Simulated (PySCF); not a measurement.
**Sc+: excitation energy**

Sc+ [Ar] 3d1 4s1 (3D) → Sc+ [Ar] 4s1 4p1 (3P), as a difference of total energies. Calculation: PySCF 2.14, in aug-cc-pVDZ (7s6p4d2f, 59 functions); no relativity, point nucleus. Correlated levels: valence: [Ar] frozen. The calculations carry no spin-orbit coupling.

```csv
method,excitation energy (cm⁻¹)
UHF,37015
MP2 (valence),36992
SCS-MP2 (valence),37007
CCSD (valence),37829
```

With two correlated electrons CCSD is exact in that space.

The coupled-cluster amplitudes are large for the upper state (T1 above 0.03 or a double amplitude above 0.15), so a single reference is strained.
